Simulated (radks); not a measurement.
Effect of the nuclear size on neutral holmium, [Xe] 4f11 6s2. Method: Dirac Kohn-Sham, PBE, spin-unpolarised, spherical densities, finite nucleus; open shells fill j = l - 1/2 first; Fermi nuclear charge, rms radius 5.2022 fm; computed with a radial shooting solver on a logarithmic mesh with Libxc functionals. The rms radius is varied about that value; shifts are against it.

| rms radius (fm) | total energy shift (eV) | density at nucleus (e/bohr^3) | 1s1/2 shift (meV) | 2s1/2 shift (meV) | 5s1/2 shift (meV) | 5p1/2 shift (meV) | 6s1/2 shift (meV) | 4f7/2 shift (meV) | 6p1/2 (empty) shift (meV) |
|---|---|---|---|---|---|---|---|---|---|
| 4.3751 | -8.44 | 8.454e+05 | -3460 | -458 | -3.43 | 0.382 | -0.125 | 0.634 | 0.127 |
| 4.7496 | -4.75 | 8.262e+05 | -1950 | -258 | -1.93 | 0.215 | -0.070 | 0.357 | 0.071 |
| 5.2022 | 0 | 8.054e+05 | 0.000 | 0.000 | 0.000 | 0.000 | 0.000 | 0.000 | 0.000 |
| 5.5247 | 3.57 | 7.919e+05 | 1470 | 194 | 1.45 | -0.161 | 0.053 | -0.268 | -0.054 |
| 5.9149 | 8.11 | 7.769e+05 | 3320 | 440 | 3.29 | -0.366 | 0.120 | -0.608 | -0.122 |

Slopes of the eigenvalues against <r^2> in GHz/fm^2, as finite differences over the two radii next to the reference (eigenvalue slopes, not the field-shift constants of lines): 1s1/2 104000, 2s1/2 13700, 5s1/2 103, 5p1/2 -11.4, 6s1/2 3.75, 4f7/2 -19.0, 6p1/2 (empty) -3.80.
